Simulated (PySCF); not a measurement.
H₇NO₂Si₂, SMILES N[Si](O)(O)[SiH3]. Atoms are numbered in the order given.

```xyz
12

N      1.3672     1.3981     0.0000
Si     0.4136    -0.0509     0.0000
O      0.7843    -0.8588    -1.4088
O      0.7843    -0.8588     1.4088
Si    -1.9126     0.1337     0.0000
H      1.3729     1.9837     0.8314
H      1.3729     1.9837    -0.8314
H      1.7221    -0.8844    -1.6398
H      1.7221    -0.8844     1.6398
H     -2.3631     0.8959    -1.2077
H     -2.5966    -1.1958     0.0000
H     -2.3631     0.8959     1.2077
```
Charge 0, spin multiplicity 1.

The structure is a stationary point at r2SCAN-D4/def2-SVP. The structure was generated by enumeration, and PubChem lists no compound with its InChIKey, so it may never have been made. One conformer was computed; it need not be the lowest.

Level of theory: PySCF with M06-2X/def2-TZVP.

Isolated molecule, no solvent.

```yaml
total_energy: -788.51735 hartree
point_group: Cs
highest_occupied_level: -8.70 eV
lowest_empty_level: 1.04 eV
orbital_gap: 9.74 eV
dipole_moment: 3.18 D
quadrupole, principal values (traceless, Buckingham form, about the centre of nuclear charge): -3.18, -0.17, 3.36 D·Å
mean_static_polarisability: 67.6 bohr³ (10.01 Å³)
polarisability_principal_values: 62.1, 62.4, 78.3 bohr³
```
